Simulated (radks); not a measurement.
Problem. The table gives one normalised radial function P(r) = r R(r) (large component) of Fe3+ in [Ar] 3d4 5p1 (r in bohr). All-electron calculation, Dirac Kohn-Sham, PBE, spin-unpolarised, spherical densities, point nucleus; open shells are shared between the two j in proportion to 2j + 1. Program: a radial shooting solver on a logarithmic mesh with Libxc functionals.

r,P
0.006928,0.0023
0.008001,0.0029
0.009241,0.0038
0.01059,0.0048
0.01223,0.0061
0.01412,0.0079
0.01631,0.0101
0.01868,0.0127
0.02158,0.0162
0.02492,0.0205
0.02878,0.0258
0.03324,0.0322
0.03808,0.0394
0.04397,0.0484
0.05079,0.0588
0.05865,0.0704
0.0672,0.0822
0.0776,0.0951
0.08962,0.1076
0.1035,0.1185
0.1195,0.1262
0.1369,0.1287
0.1582,0.1243
0.1827,0.1106
0.2109,0.0861
0.2417,0.0524
0.2791,0.0064
0.3223,-0.0473
0.3723,-0.1036
0.4299,-0.1551
0.4926,-0.1917
0.5688,-0.2090
0.657,-0.1969
0.7587,-0.1516
0.8692,-0.0794
1.004,0.0213
1.159,0.1337
1.339,0.2394
1.546,0.3166
1.772,0.3436
2.046,0.3071
2.363,0.1977
2.729,0.0264
3.126,-0.1665
3.611,-0.3653
4.17,-0.5121
4.816,-0.5626
5.561,-0.5064
6.372,-0.3848
7.358,-0.2421
8.498,-0.1256
9.814,-0.0525
11.24,-0.0185
12.99,-0.0048
15,-0.0009

Which n and l does it have? It may be an empty orbital.

Solution. n = 5, l = 1: the number of nodes gives n - l - 1 = 3, the rise at small r points to l (for j = l - 1/2 the large component starts as r^gamma with gamma = sqrt(l^2 - (Z/c)^2) = 0.98 and the r^(l+1) term takes over further out; the orbital of l - 1 with the same j starts with the same power, but with a larger coefficient, and does not steepen), and the extent must fit the shell. The curve is that of 5p1/2; the two j differ most near the nucleus, where j = l - 1/2 has the larger amplitude, and in heavy atoms j = l - 1/2 is also the more compact. 5p1/2: eigenvalue -14.676 eV, 3 radial nodes at r = 0.284, 0.976, 2.78 bohr, <r> = 4.82 bohr, 90 % of the charge inside 6.74 bohr.
